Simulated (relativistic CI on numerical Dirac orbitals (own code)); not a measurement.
Computed by Dirac-Coulomb-Breit CI, separate exchange-only KLI orbitals for each configuration, model QED, unscaled Slater integrals (own radial code, finite nucleus).

Configuration list (outside the closed core [Ne]): 3s2.3p6.3d6, 3s2.3p5.3d7, 3s2.3p4.3d8, 3s.3p6.3d7, 3p6.3d8, 3s.3p5.3d8, 3s2.3p6.3d5.4s, 3s2.3p6.3d5.4p, 3s2.3p6.3d5.4d, 3s2.3p4.3d7.4s, 3s2.3p6.3d5.4f, 3s2.3p5.3d6.4s, 3s2.3p4.3d7.4p, 3s2.3p5.3d6.4p, 3s2.3p4.3d7.4d, 3s.3p5.3d7.4s, 3s2.3p6.3d4.4s2, 3s2.3p6.3d4.4s.4p, 3s.3p6.3d6.4s, 3s2.3p6.3d5.5s, 3s2.3p6.3d5.5p, 3p6.3d7.4s, 3s.3p6.3d6.4p, 3p6.3d7.4p, 3s2.3p5.3d5.4s2, 3s2.3p6.3d5.5f, 3p6.3d7.4d, 3s2.3p6.3d5.6s. Levels of other configurations are missing.

At this charge energies of transitions that change n are usually good to better than 1 %, and those within a shell (Δn = 0) to a few per cent. Terms inside the open d or f shell come out 10 to 20 % too wide with unscaled integrals.

Outline of the computed level scheme of Sn XXVII. Lowest level of each configuration: 3s2.3p6.3d6 5D_4 at 0.000 eV; 3s2.3p5.3d7 5G°_6 at 191.050 eV.

Some strong electric-dipole decays among the lowest 45 levels: 3s2.3p5.3d7 5F°_5 → 3s2.3p6.3d6 5D_4 (1.1e+11 s⁻¹); 3s2.3p5.3d7 3D°_2 → 3s2.3p6.3d6 5D_1 (4.6e+10 s⁻¹); 3s2.3p5.3d7 5D°_4 → 3s2.3p6.3d6 5D_3 (3.8e+10 s⁻¹); 3s2.3p5.3d7 3D°_2 → 3s2.3p6.3d6 5D_2 (3.5e+10 s⁻¹); 3s2.3p5.3d7 5D°_4 → 3s2.3p6.3d6 5D_4 (2.7e+10 s⁻¹); 3s2.3p5.3d7 3D°_3 → 3s2.3p6.3d6 5D_2 (2.6e+10 s⁻¹); 3s2.3p5.3d7 5G°_3 → 3s2.3p6.3d6 5D_2 (1.9e+10 s⁻¹); 3s2.3p5.3d7 5G°_3 → 3s2.3p6.3d6 5D_3 (1.0e+10 s⁻¹).

LS names give the leading component of a level, which can be under half, so a name can repeat, a term be missing and a line seem to break the LS rules.
